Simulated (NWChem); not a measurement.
Everything below was run with NWChem. System: MoO3, charge 0, spin multiplicity 1, at a geometry optimised with B3LYP/def2-SVP with def2 effective core potentials on Mo. The structure started from a generated list of species. Level: G0W0@PBE/def2-TZVP with def2 effective core potentials on Mo, RI basis def2-tzvp-rifit, no spin-orbit coupling.

The NWChem input:

```
start mol
memory heap 200 mb stack 700 mb global 1700 mb
geometry units angstroms nocenter noautoz
  Mo     0.143827     0.137403     0.000000
  O      0.305495    -0.823692     1.397103
  O      0.305495    -0.823692    -1.397103
  O     -1.366080     0.926018     0.000000
  symmetry group Cs
end
basis spherical
  * library def2-tzvp
end
ecp
  Mo library def2-ecp
end
basis "ri basis" bse spherical
  * library def2-tzvp-rifit
end
dft
  xc xpbe96 cpbe96
  iterations 100
  direct
  tolerances tight
end
task dft energy
gw
  states alpha occ 4 vir 2
end
task dft gw
```

NWChem printed:

```
             Northwest Computational Chemistry Package (NWChem) 7.3.0
             --------------------------------------------------------

                                NWChem Input Module
                                -------------------

 Scaling coordinates for geometry "geometry" by  1.889725989
 (inverse scale =  0.529177249)

 Turning off AUTOSYM since
 SYMMETRY directive was detected!

                             Geometry "geometry" -> ""
                             -------------------------

 Output coordinates in angstroms (scale by  1.889725989 to convert to a.u.)

  No.       Tag          Charge          X              Y              Z
 ---- ---------------- ---------- -------------- -------------- --------------
    1 Mo                  42.0000     0.14382700     0.13740300     0.00000000
    2 O                    8.0000     0.30549500    -0.82369200     1.39710300
    3 O                    8.0000     0.30549500    -0.82369200    -1.39710300
    4 O                    8.0000    -1.36608000     0.92601800     0.00000000

 Effective nuclear repulsion energy (a.u.)     349.4975910818

            Nuclear Dipole moment (a.u.)
            ----------------------------
        X                 Y               Z
 ---------------- ---------------- ----------------
     0.0000264562    -0.0000037795     0.0000000000

      Symmetry information
      --------------------

 Group name             Cs
 Group number              2
 Group order               2
 No. of unique centers     3

      Symmetry unique atoms

     1    2    4


 Summary of "ao basis" -> "" (spherical)
 ------------------------------------------------------------------------------
       Tag                 Description            Shells   Functions and Types
 ---------------- ------------------------------  ------  ---------------------
 *                         def2-tzvp                  on all atoms

 Summary of "ri basis" -> "" (spherical)
 ------------------------------------------------------------------------------
       Tag                 Description            Shells   Functions and Types
[...]
          94.186732905815         347.369606679764           0.000000000000
           0.000000000000           0.000000000000         257.387139197586

     Multipole analysis of the density
     ---------------------------------

     L   x y z        total         alpha         beta         nuclear
     -   - - -        -----         -----         ----         -------
     0   0 0 0     -0.000000    -19.000000    -19.000000     38.000000

     1   1 0 0      1.355485      4.482840      4.482840     -7.610195
     1   0 1 0      1.294955      4.282636      4.282636     -7.270316
     1   0 0 1     -0.000000     -0.000000     -0.000000      0.000000

     2   2 0 0    -27.429920    -43.555199    -43.555199     59.680479
     2   1 1 0      4.045025     26.787105     26.787105    -49.529185
     2   1 0 1     -0.000000     -0.000000     -0.000000      0.000000
     2   0 2 0    -27.799645    -46.003485    -46.003485     64.207326
     2   0 1 1     -0.000000     -0.000000     -0.000000      0.000000
     2   0 0 2    -31.664075    -71.594829    -71.594829    111.525584

 Task  times  cpu:       18.7s     wall:       18.7s

                                NWChem Input Module
                                -------------------

                                 NWChem GW Module
                                 ----------------

                             ***********************
                             ***        GW       ***
                             ***********************

 Summary of "ri basis" -> "ri basis" (spherical)
 ------------------------------------------------------------------------------
       Tag                 Description            Shells   Functions and Types
 ---------------- ------------------------------  ------  ---------------------
 Mo                     def2-tzvp-rifit             31      143   8s7p6d5f3g2h
 O                      def2-tzvp-rifit             22       76   8s6p4d3f1g

                 Memory Information
                 ------------------
          Available GA per process is          1699.9 MBs
          Available stack per process is        700.0 MBs
          Available heap per process is           0.0 MBs

          Peak memory in Initialization
              Peak GA per process is                  9.1 MBs
              Peak stack per process is               0.2 MBs
              Peak heap per process is                9.5 MBs
              Memory not in MA per process            0.0 MBs

          Peak memory in AFF Calculation
              Peak GA per process is                 49.7 MBs
              Peak stack per process is              35.8 MBs
              Peak heap per process is                0.0 MBs
              Memory not in MA per process           35.8 MBs

          Computing 2-center integrals
          Computing Inverse Cholesky factor
          Computing 3-center integrals
          Computing V_xc ...

          Computing Sigma_x
          Computing RPA polarizability
          Solving quasiparticle equations

                  Alpha Orbitals
          State     Energy (eV)     Error (eV)
          -----------------------------------
@GW        16        -10.962           0.002
@GW        17        -10.485           0.002
@GW        18        -10.485           0.002
@GW        19        -10.250           0.002
@GW        20         -2.571           0.002
@GW        21          0.229           0.003

   Applying  -2.8311 eV scissor-shift to rest of particle states

   Applying   2.8838 eV scissor-shift to rest of hole states

     GW Timing Statistics
   ------------------------
   Init.   :          0.1s
     ERIs  :          1.4s
     Distr.:          0.0s
     Vxc   :          0.3s
   Sigma_x :          0.0s
   RPA     :          2.2s
   Wmn     :          0.0s
   Sigma_c :          0.0s
   GW total:          4.1s

 Task  times  cpu:        4.1s     wall:        4.1s

 Total times  cpu:       22.8s     wall:       22.8s
```
